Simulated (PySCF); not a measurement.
Ionisation energy of In⁴¹⁺ by level of theory

In⁴¹⁺ [He] 2s2 2p4 [2p1/2^2 2p3/2^2, M_J = 2] → In⁴²⁺ [He] 2s2 2p3 [2p1/2^2 2p3/2^1, M_J = 3/2], as a difference of total energies. All numbers are calculated (PySCF 2.14, the two-component X2C-1e Hamiltonian, in an uncontracted even-tempered set (17 s from 20 bohr⁻², ratio 2.4; 12 p from 26 bohr⁻², ratio 2.4; 5 d from 93 bohr⁻², ratio 2.6; 4 f from 140 bohr⁻², ratio 2.6)). Correlated levels: nothing frozen; the 32 highest virtual spinors dropped. "Screened" scales the spin-orbit matrix elements by Boettger's factors to mimic the two-electron term; Breit and QED terms are absent.

| method | ionisation energy (eV) |
| --- | --- |
| GHF (spin-free) | 6595.4 |
| GMP2 (spin-free) | 6597.0 |
| GHF (screened spin-orbit) | 6556.0 |
| GMP2 (screened spin-orbit) | 6555.7 |

For this ion Breit and QED terms and the two-electron picture change, all absent here, outweigh the correlation shift from GHF to GMP2.

The spin-free rows relax to the high-spin LS determinant and lack the spin-orbit shift.

The labels give the starting determinants; with spin-orbit coupling the two ends relaxed to ⟨J²⟩ = 6.00, ⟨L²⟩ = 3.14, ⟨S²⟩ = 1.43 and ⟨J²⟩ = 3.75, ⟨L²⟩ = 2.35, ⟨S²⟩ = 1.59.

For comparison: 6554 ± 13 eV (semi-empirical (NIST evaluation); NIST Atomic Spectra Database, ionization energies).
